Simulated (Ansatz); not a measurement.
The first iterations of a band of CH2FSi2 (6 atoms, charge 1, multiplicity 1).

All numbers below come from Ansatz, RKS revPBE-D4/def2-SVPD.

* movable images: 7
* climbing image: yes
* spring: 5.0 eV/Å²
* optimiser: quadratic models (default)
* start path: through a guess of the saddle point
* force threshold: 0.03 eV/Å
* iteration limit: 60
* end points: relaxed

Initial state:

```xyz
6
Properties=species:S:1:pos:R:3
F -0.887 -2.382 0.839
Si -0.516 -0.812 0.895
C 0.170 -0.063 -0.520
Si 0.744 1.361 -1.145
H -0.836 -0.227 2.219
H 1.325 2.123 -2.288
```

Final state:

```xyz
6
Properties=species:S:1:pos:R:3
F -0.614 -2.101 0.250
Si -0.337 -0.542 0.575
C 0.353 0.528 -0.633
Si 0.756 2.258 -0.539
H -0.731 -0.187 1.959
H 0.574 0.043 -1.612
```

| iteration | highest image above the first end (eV) | largest band force component (eV/Å) |
| --- | --- | --- |
| 1 | 7.642 | 29.758 |
| 2 | 1.876 | 9.803 |
| 3 | 0.878 | 5.751 |
| 4 | 0.589 | 1.693 |
| 5 | 0.661 | 1.243 |
| 6 | 0.627 | 1.361 |

Does the band converge within its limit, and where does its top end?

The forces met the threshold. It ended after 19 iterations with the highest image 0.488 eV above the first end. A vibrational analysis at the climbing image gives one clearly imaginary mode, 637i cm⁻¹: a first-order saddle point. The orbitals stay closed-shell, which can raise the energy where a bond breaks towards radicals; this wasn't checked here.

Run time: 3.7 min on 2 threads of Intel(R) Xeon(R) Platinum 8259CL CPU @ 2.50GHz (Skylake/Cascade Lake), on a shared host, peak memory 0.16 GiB.
